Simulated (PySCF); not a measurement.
diarsenic cation (As2), SMILES [As]#[As] (connectivity only; charge and spin as stated), charge +1, multiplicity 2.

Coordinates come from a PBE0-D3(BJ)/def2-TZVP optimisation. The multiplicity is an assumed one; other spin states were not compared.

Two levels are set side by side: PBE/def2-TZVPD (PySCF) and ωB97X/def2-TZVPD (PySCF). Same geometry, gas phase. Differences are taken from unrounded values.

| quantity | PBE |
|---|---|
| α-spin orbital gap (eV) | 2.43 |
| β-spin orbital gap (eV) | 0.18 |

### Question
These are the PBE values. What does ωB97X give? (The exact figures need the calculation; the answer reports its results.)

### Answer

```tsv
quantity	ωB97X	PBE minus ωB97X
α-spin orbital gap (eV)	8.27	-5.84
β-spin orbital gap (eV)	6.12	-5.94
```

Rough cost on one machine, each run with all the roots and properties that it gave: ωB97X against PBE about 2 times.
